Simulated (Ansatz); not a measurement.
LiBF$_{4}$, closed shell: a trajectory.

in.yaml

```yaml
crystal:
  periodic: [false, false, false]
  atoms:
    - {symbol: Li, position_ang: [0.016717, 0.113618, -1.845237]}
    - {symbol: F, position_ang: [1.012157, 0.443875, 1.216931]}
    - {symbol: B, position_ang: [-0.004240, -0.028681, 0.465632]}
    - {symbol: F, position_ang: [0.512674, -0.970256, -0.541478]}
    - {symbol: F, position_ang: [-1.035308, -0.589432, 1.131608]}
    - {symbol: F, position_ang: [-0.502000, 1.030876, -0.427456]}
basis:
  gaussian: {orbitals: def2-SVP}
hamiltonian: {xc: pbe0, dispersion: d4}
md: {n_steps: 30, timestep: 0.5, temperature: 300, ensemble: nve, seed: 418, initial_velocities: maxwell_boltzmann}
```

Launched with

```bash
ansatz run in.yaml --threads 4 --pin off --events-out ev --progress --plain --max-ram 9574MiB
```

The run's output (Ansatz 0.2.0):

```
Functional definition: PBE0
  name "PBE0"
  cite "Adamo & Barone, J. Chem. Phys. 110, 6158 (1999) doi:10.1063/1.478522"
  cite "Perdew, Burke & Ernzerhof, Phys. Rev. Lett. 77, 3865 (1996) doi:10.1103/PhysRevLett.77.3865"
  parent pbe
  parameter a = 0.25
  parameter kappa = 0.804
  parameter beta = 0.06672455060314922
  exchange = (1 - a)*pbe_x(kappa = kappa, mu = beta*pi^2/3) + a*exact_x
  correlation = pbe_c(beta = beta)
860 factors; integrals over basis functions are off by at most 3.1e-4 eV
mean field evaluation 1: about -11732.3931 eV, gradient 4.9e1 eV
mean field evaluation 2: about -11730.7310 eV, gradient 6.1e1 eV
mean field evaluation 4: about -11735.8805 eV, gradient 6.0e-1 eV
mean field evaluation 8: about -11735.9582 eV, gradient 6.2e-3 eV
mean field -11735.95824468 eV, -431.2885105739 hartree, gradient 1.5e-5 eV, S^2 0.000000; 0 other end points of the search recorded, 0 dependent functions left out
the calculation of the forces begins
reference -11735.95833650 eV, -431.2885139482 hartree; 22, 22 occupied and 57, 57 virtual orbitals, 860 factors
md step     0: t =     0.00 fs  T =   300.0 K  F+E_penalty+E_count = -11736.02689242 eV  E_kin = 0.155112 eV  conserved = -11735.87178042 eV  (26 SCF iters)
md step     1: t =     0.50 fs  T =   300.2 K  F+E_penalty+E_count = -11736.02699967 eV  E_kin = 0.155215 eV  conserved = -11735.87178419 eV  (29 SCF iters)
md step     2: t =     1.00 fs  T =   295.1 K  F+E_penalty+E_count = -11736.02438331 eV  E_kin = 0.152603 eV  conserved = -11735.87177995 eV  (28 SCF iters)
md step     3: t =     1.50 fs  T =   285.0 K  F+E_penalty+E_count = -11736.01912084 eV  E_kin = 0.147353 eV  conserved = -11735.87176781 eV  (28 SCF iters)
md step     4: t =     2.00 fs  T =   270.1 K  F+E_penalty+E_count = -11736.01141545 eV  E_kin = 0.139667 eV  conserved = -11735.87174825 eV  (29 SCF iters)
md step     5: t =     2.50 fs  T =   251.2 K  F+E_penalty+E_count = -11736.00159012 eV  E_kin = 0.129868 eV  conserved = -11735.87172187 eV  (29 SCF iters)
md step     6: t =     3.00 fs  T =   229.0 K  F+E_penalty+E_count = -11735.99007582 eV  E_kin = 0.118386 eV  conserved = -11735.87168980 eV  (29 SCF iters)
md step     7: t =     3.50 fs  T =   204.5 K  F+E_penalty+E_count = -11735.97739297 eV  E_kin = 0.105739 eV  conserved = -11735.87165351 eV  (28 SCF iters)
md step     8: t =     4.00 fs  T =   178.9 K  F+E_penalty+E_count = -11735.96412727 eV  E_kin = 0.092512 eV  conserved = -11735.87161485 eV  (29 SCF iters)
md step     9: t =     4.50 fs  T =   153.4 K  F+E_penalty+E_count = -11735.95090066 eV  E_kin = 0.079325 eV  conserved = -11735.87157584 eV  (30 SCF iters)
md step    10: t =     5.00 fs  T =   129.2 K  F+E_penalty+E_count = -11735.93833896 eV  E_kin = 0.066800 eV  conserved = -11735.87153862 eV  (30 SCF iters)
md step    11: t =     5.50 fs  T =   107.4 K  F+E_penalty+E_count = -11735.92703793 eV  E_kin = 0.055533 eV  conserved = -11735.87150531 eV  (30 SCF iters)
md step    12: t =     6.00 fs  T =    89.1 K  F+E_penalty+E_count = -11735.91752990 eV  E_kin = 0.046052 eV  conserved = -11735.87147785 eV  (23 SCF iters)
md step    13: t =     6.50 fs  T =    75.0 K  F+E_penalty+E_count = -11735.91025313 eV  E_kin = 0.038795 eV  conserved = -11735.87145791 eV  (21 SCF iters)
md step    14: t =     7.00 fs  T =    65.9 K  F+E_penalty+E_count = -11735.90552602 eV  E_kin = 0.034079 eV  conserved = -11735.87144662 eV  (22 SCF iters)
md step    15: t =     7.50 fs  T =    62.1 K  F+E_penalty+E_count = -11735.90352846 eV  E_kin = 0.032084 eV  conserved = -11735.87144469 eV  (22 SCF iters)
md step    16: t =     8.00 fs  T =    63.5 K  F+E_penalty+E_count = -11735.90429124 eV  E_kin = 0.032839 eV  conserved = -11735.87145221 eV  (22 SCF iters)
md step    17: t =     8.50 fs  T =    70.1 K  F+E_penalty+E_count = -11735.90769472 eV  E_kin = 0.036226 eV  conserved = -11735.87146867 eV  (21 SCF iters)
md step    18: t =     9.00 fs  T =    81.2 K  F+E_penalty+E_count = -11735.91347671 eV  E_kin = 0.041984 eV  conserved = -11735.87149302 eV  (23 SCF iters)
md step    19: t =     9.50 fs  T =    96.2 K  F+E_penalty+E_count = -11735.92124915 eV  E_kin = 0.049725 eV  conserved = -11735.87152374 eV  (24 SCF iters)
md step    20: t =    10.00 fs  T =   114.0 K  F+E_penalty+E_count = -11735.93052204 eV  E_kin = 0.058963 eV  conserved = -11735.87155894 eV  (30 SCF iters)
md step    21: t =    10.50 fs  T =   133.7 K  F+E_penalty+E_count = -11735.94073313 eV  E_kin = 0.069137 eV  conserved = -11735.87159653 eV  (30 SCF iters)
md step    22: t =    11.00 fs  T =   154.0 K  F+E_penalty+E_count = -11735.95128100 eV  E_kin = 0.079647 eV  conserved = -11735.87163433 eV  (30 SCF iters)
md step    23: t =    11.50 fs  T =   173.9 K  F+E_penalty+E_count = -11735.96155947 eV  E_kin = 0.089889 eV  conserved = -11735.87167025 eV  (30 SCF iters)
md step    24: t =    12.00 fs  T =   192.0 K  F+E_penalty+E_count = -11735.97099092 eV  E_kin = 0.099289 eV  conserved = -11735.87170237 eV  (29 SCF iters)
md step    25: t =    12.50 fs  T =   207.6 K  F+E_penalty+E_count = -11735.97905671 eV  E_kin = 0.107328 eV  conserved = -11735.87172908 eV  (30 SCF iters)
md step    26: t =    13.00 fs  T =   219.7 K  F+E_penalty+E_count = -11735.98532291 eV  E_kin = 0.113574 eV  conserved = -11735.87174913 eV  (30 SCF iters)
md step    27: t =    13.50 fs  T =   227.6 K  F+E_penalty+E_count = -11735.98946040 eV  E_kin = 0.117699 eV  conserved = -11735.87176172 eV  (30 SCF iters)
md step    28: t =    14.00 fs  T =   231.1 K  F+E_penalty+E_count = -11735.99125825 eV  E_kin = 0.119492 eV  conserved = -11735.87176645 eV  (30 SCF iters)
md step    29: t =    14.50 fs  T =   229.9 K  F+E_penalty+E_count = -11735.99063066 eV  E_kin = 0.118867 eV  conserved = -11735.87176345 eV  (29 SCF iters)
md step    30: t =    15.00 fs  T =   224.1 K  F+E_penalty+E_count = -11735.98761631 eV  E_kin = 0.115864 eV  conserved = -11735.87175261 eV  (25 SCF iters)
Total energy: -11735.98770816 eV, -431.2895933367 hartree
Atom 0 at     0.069948     0.124834    -1.836874 Å, force    -0.056506     0.137915    -0.108669 eV/Å
Atom 1 at     0.988653     0.432931     1.213464 Å, force     0.367259     0.030354    -0.139398 eV/Å
Atom 2 at    -0.012733    -0.044247     0.452249 Å, force    -0.181596     0.209369     0.621060 eV/Å
Atom 3 at     0.528455    -0.974804    -0.577447 Å, force    -0.352134     0.133673     0.435821 eV/Å
Atom 4 at    -1.032587    -0.566783     1.179001 Å, force     0.165197    -0.191589    -0.671334 eV/Å
Atom 5 at    -0.511609     1.028479    -0.430854 Å, force     0.057781    -0.319722    -0.137481 eV/Å
Dipole moment:     0.054474     0.092211    -1.538902 e Å

[the SCF lines of later steps are left out]
```

The run took about 21 s on 4 CPU threads of an Arm Neoverse V2 (shared host).
